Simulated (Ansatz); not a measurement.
Isolated molecules relaxed with PBE0-D4/def2-TZVP in Ansatz; ΔE leaves out vibrations. CCSD(T)/CBS adds triple-zeta CCSD(T) − MP2 to the extrapolated MP2 energy (def2 sets, frozen cores). This one scheme is used for every species. DFT in def2-TZVPP. One conformer a species, not always the lowest.

Consider the formal exchange of groups at a B–N bond: `CNB(C)[SiH3]` + `BCl` → `CB([SiH3])BCl` + CH₃NH₂.

| level | ΔE (kJ/mol) |
| --- | --- |
| B2PLYP | 155.1 |
| MP2/def2-QZVPP | 159.7 |

Question: What does CCSD(T)/CBS give? (Best estimate.)

Answer: The calculation gave: +152.9 kJ/mol. The listed levels differ from it by 2.2, 6.8 kJ/mol.

Largest T1 diagnostic among the species: 0.013.

In def2-TZVPP, CCSD(T) changes the Hartree–Fock value by +6.4 kJ/mol (the triples alone add +2.0 kJ/mol) and MP2 by +11.9 kJ/mol.
